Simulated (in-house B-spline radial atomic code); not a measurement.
**O6+: 2p1 3d1 (an excited or competing configuration)**

All numbers are computed (Dirac-Hartree-Fock, average of configuration; Fermi nucleus of rms radius 2.6991 fm) with a B-spline radial code for spherical atoms, not measured.

Z_r = [3n² - l(l+1)]/(2<r>); Z_e = n√(-2ε); the last column is Slater's effective charge. Values are occupation-weighted means over j.

```
shell  electrons   ε (eV)  <r> (bohr)   Z_r   Z_e  Slater
   2p          1   -197.3      0.6308  7.93  7.62    8.00
   3d          1  -75.319       1.463  7.18  7.06    7.00
```

The least bound orbital is 3d5/2 at -75.31 eV, and it is also the most diffuse (<r> = 1.463 bohr).

Spin-orbit splittings of the orbital energies (j = l + 1/2 above j = l - 1/2 when positive): 2p 0.1829 eV, 3d 0.01195 eV.
